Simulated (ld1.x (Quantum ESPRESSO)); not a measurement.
## mercury (Hg) ultrasoft: all-electron and pseudo phase curves

```json
{
 "Element": "Hg (Z = 80)",
 "Generator": "ld1.x (Quantum ESPRESSO) 7.5",
 "Type": "ultrasoft",
 "Functional": "LDA (PZ)",
 "Relativity": "scalar-relativistic",
 "Frozen core": "[Xe] 4f14",
 "Valence charge": "12",
 "Reference configuration": "5d10 6s2 6p0",
 "Partial waves": "6s (bound): rcut 1.75, rcutus 2.25 bohr; 6s channel at -0.2 Ry: rcut 1.75, rcutus 2.25 bohr; 6p (bound, empty): rcut 1.35, rcutus 1.40 bohr; 6p channel at 0.75 Ry: rcut 1.35, rcutus 1.40 bohr; 5d (bound): rcut 1.95, rcutus 2.20 bohr; 5d channel at 3.75 Ry: rcut 1.95, rcutus 2.20 bohr",
 "Local potential": "all-electron potential smoothed inside 2.25 bohr (lloc = -2)",
 "Core correction": "a·sin(br)/r model core, default radius (core density twice the valence density)",
 "Augmentation charge": "PSQ, inside the norm-conserving radii"
}
```

The phase is arctan(r·u′/u) with u = r·R(r), unwrapped; energies in Ry, scanned from -3 to 5 Ry. A pole is an energy at which the radial function vanishes at the test radius. The pseudo phase is shifted by a multiple of π to meet the all-electron one at the reference energy, and phase errors are pseudo minus all-electron; the curves can meet again beyond the range given. Levels narrower than the energy grid can be missing from the lists of poles.

| channel | radius (bohr) | reference energy (Ry) | poles, all-electron | poles, pseudo | unbroken range about the reference energy with phases within 0.05 rad | phase error 1 Ry above the reference energy (rad) |
| --- | --- | --- | --- | --- | --- | --- |
| s | 2.46 | -0.52 | 1.80 | 1.79 | below 4.2 | -0.000 |
| p | 2.46 | -0.09 | 3.75 | 3.74 | the whole range | -0.000 |
| d | 2.46 | -0.74 | -0.36 | -0.36 | the whole range | +0.003 |

Note: ghost state, extra bound levels that the all-electron valence spectrum of the same l lacks: p at -66.1 eV. A true bound ghost makes a file unfit for plane-wave use.

Phases in the d channel:

| E (Ry) | all-electron | pseudo |
| --- | --- | --- |
| -3.00 | 1.324 | 1.326 |
| -2.52 | 1.293 | 1.296 |
| -2.04 | 1.243 | 1.246 |
| -1.56 | 1.133 | 1.137 |
| -1.08 | 0.588 | 0.596 |
| -0.60 | -1.387 | -1.387 |
| -0.12 | -1.660 | -1.658 |
| 0.36 | -1.763 | -1.759 |
| 0.84 | -1.844 | -1.839 |
| 1.32 | -1.939 | -1.932 |
| 1.80 | -2.085 | -2.075 |
| 2.28 | -2.370 | -2.357 |
| 2.76 | -3.015 | -3.000 |
| 3.24 | -3.828 | -3.825 |
| 3.72 | -4.236 | -4.236 |
| 4.20 | -4.420 | -4.420 |
| 4.68 | -4.521 | -4.520 |
